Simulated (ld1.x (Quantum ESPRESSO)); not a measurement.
**Transferability test, RRKJ potential for hafnium (Hf)**

hafnium, norm-conserving RRKJ (Kleinman–Bylander form), made with ld1.x (Quantum ESPRESSO) 7.5 (BP86, scalar-relativistic). Core [Xe] 4f14, reference 5d2 6s0 6p0 (charge +2). Waves: 6p (bound, empty): rc 4.20 bohr; 5d (bound): rc 2.30 bohr; 6s (bound, empty): rc 2.30 bohr. Local part: the s channel. Core correction: a·sin(br)/r model core, default radius (core density twice the valence density).

Energies are relative to the spin-unpolarised reference configuration 5d2 6s0 6p0; without spin polarisation the order of configurations can differ from experiment. The frozen-core shift is the all-electron ΔE with the core orbitals held at their reference shape minus the fully relaxed ΔE.

| valence configuration | charge | ΔE all-electron (eV) | error AE − PS (meV) | frozen-core shift (meV) |
| --- | --- | --- | --- | --- |
| 5d2 6s1 6p0 | +1 | -14.358 | -5.8 | +6.5 |
| 5d2.5 6s1.5 6p0 | 0 | -21.248 | -27 | +35 |
| 5d2 6s0 6p2 | 0 | -14.560 | +9.4 | -0.7 |
| 5d2 6s1.5 6p0 | +0.5 | -19.176 | -9.0 | +11 |
| 5d3 6s0 6p0 | +1 | -12.315 | -80 | +70 |

Q: What are ΔE and the potential's error for 5d2 6s2 6p0?

A: ΔE = -22.510 eV all-electron; the error (AE − PS) is -9.7 meV.

Q: What are ΔE and the potential's error for 5d1 6s0 6p0?

A: ΔE = 21.874 eV all-electron; the error (AE − PS) is -180 meV.

A variational frozen-core shift is positive and of second order in the change. This column holds negative values, so the frozen-core run of ld1.x carries numerical noise or an error of first order here, and the column gives no more than the rough size of the effect.
